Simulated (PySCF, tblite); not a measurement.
Isomers of C5H13NO3Si, one GFN2-xTB conformer each. Single-point energies are computed at PBE0/pcSseg-1 (PySCF, gas phase, no added dispersion term), electronic only.

Question: Rank them by PBE0/pcSseg-1 energy, lowest first (kcal/mol).
A. `[CH3:1][CH:2]([CH3:3])[O:4][Si:5]1([NH2:6])[O:7][CH2:8][CH2:9][O:10]1` with C1–C2–O4–Si5 161°, C2–O4–Si5–N6 -35°, O4–Si5–N6–H 179° and -40°, O4–Si5–O7–C8 -135°, Si5–O7–C8–C9 21°, O7–C8–C9–O10 -22°, C8–C9–O10–Si5 13°
B. `[CH3:1][C:2](=[O:3])[O:4][Si@H:5]([NH2:6])[O:7][CH:8]([CH3:9])[CH3:10]` with C1–C2–O4–Si5 -176°, C2–O4–Si5–N6 -59°, O4–Si5–N6–H 49° and -176°, O4–Si5–O7–C8 65°, Si5–O7–C8–C9 -156°

Answer: A (0.0), B (4.7).

As drawn, the higher has a C=O bond and a C(=O)–O unit, which the lower lacks. GFN2-xTB itself gives, in the same order: 0.0, 9.7. Both levels put the same isomer lowest.

Which frontier levels, dipoles and rotational constants go with these structures?

| SMILES | HOMO (eV, PBE0/pcSseg-1) | LUMO (eV) | dipole (D) | A, B, C (MHz) |
| --- | --- | --- | --- | --- |
| CC(C)O[Si]1(N)OCCO1 | -7.35 | 0.97 | 1.34 | 2193, 713.4, 699.0 |
| CC(=O)O[Si@H](N)OC(C)C | -7.73 | 0.20 | 1.91 | 2120, 604.7, 523.0 |

What happens when harmonic zero-point energies from GFN2-xTB frequencies are added?

```csv
SMILES,ZPE (kcal/mol),electronic (kcal/mol),with ZPE (kcal/mol)
CC(C)O[Si]1(N)OCCO1,117.6,0.0,0.0
CC(=O)O[Si@H](N)OC(C)C,114.4,4.7,1.5
```

The zero-point energies span 3.2 kcal/mol. The order is unchanged.
